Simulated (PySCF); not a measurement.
EPR parameters of C4HFNO2

Species: C₄HFNO₂ (doublet state).
Structure used (GFN2-xTB), in Å, numbered top down from 1:
```
atom  x, y, z in Å
N1     2.469   -0.747    0.327
C2     1.447   -0.278    0.096
C3     0.185    0.230   -0.250
C4    -0.222    1.474    0.009
F5    -1.412    1.923   -0.362
O6    -0.748   -0.720   -0.879
C7    -1.129   -1.749   -0.256
O8    -0.952   -2.336    0.756
H9     0.375    2.208    0.534
```

The hyperfine couplings belong to this conformer and change with its torsions.

The species is `N#C/C(=C/F)O[C]=O` [radical].

Method: UKS B3LYP, pcH-1 on C F H N O, non-relativistic, mean-field spin-orbit, GIAO (PySCF 2.14.0). The structure is a single GFN2-xTB conformer in the gas phase; no vibrational or solvent corrections. A GFN2-xTB geometry isn't a minimum of the functional, and hyperfine couplings can be far from their values at a DFT geometry. No stability test was run, so a lower SCF solution isn't excluded.

```json
{
 "g1, g2, g3": "1.99842, 2.00173, 2.00328",
 "g_iso": "2.00115",
 "Form of g": "rhombic: the two nearest values differ by 32 % of g3 − g1",
 "⟨S²⟩": "0.7538 (exact 0.7500)",
 "HOMO–LUMO gap, α and β orbitals": "3.95, 5.63 eV"
}
```

Hyperfine couplings atom by atom, in G; T1 to T3 are the principal values of the dipolar part (MHz turned into gauss with g_iso; 10 G = 1 mT):

| atom | isotope | a_iso | T1 | T2 | T3 | Mulliken spin population |
| --- | --- | --- | --- | --- | --- | --- |
| N1 | 14N | 0.4 | -0.8 | -0.5 | 1.3 | 0.05 |
| C2 | 13C | -1.1 | -1.0 | -0.2 | 1.2 | -0.03 |
| C3 | 13C | 36.3 | -4.5 | -2.9 | 7.4 | 0.14 |
| C4 | 13C | -2.6 | -1.5 | 0.1 | 1.4 | -0.02 |
| F5 | 19F | 8.6 | -5.8 | 0.0 | 5.9 | 0.00 |
| O6 | 17O | -131.5 | -3.5 | 1.1 | 2.5 | -0.02 |
| C7 | 13C | 197.1 | -18.0 | -15.2 | 33.2 | 0.67 |
| O8 | 17O | -20.6 | -33.3 | 15.1 | 18.2 | 0.20 |
| H9 | 1H | 4.5 | -0.6 | -0.1 | 0.7 | 0.01 |

The Mulliken spin populations are largest on C7 (+0.67), O8 (+0.20) and C3 (+0.14).

Axes: g1 points within 15° of the O6–C7 bond.

Under fast tumbling the dipolar parts average out, and these isotropic splittings remain: 1 × 19F (F5, I = 1/2, 2 lines) with 0.86 mT, 1 × 1H (H9, I = 1/2, 2 lines) with 0.45 mT and 1 × 14N (N1, I = 1, 3 lines) with 0.04 mT.

The 13C coupling of C7 (552.0 MHz) shows only in satellite lines or after enrichment, since that isotope makes up about 1.07 % of natural carbon.

The 17O coupling of O6 (-368.4 MHz) shows only in satellite lines or after enrichment, since that isotope makes up about 0.038 % of natural oxygen.
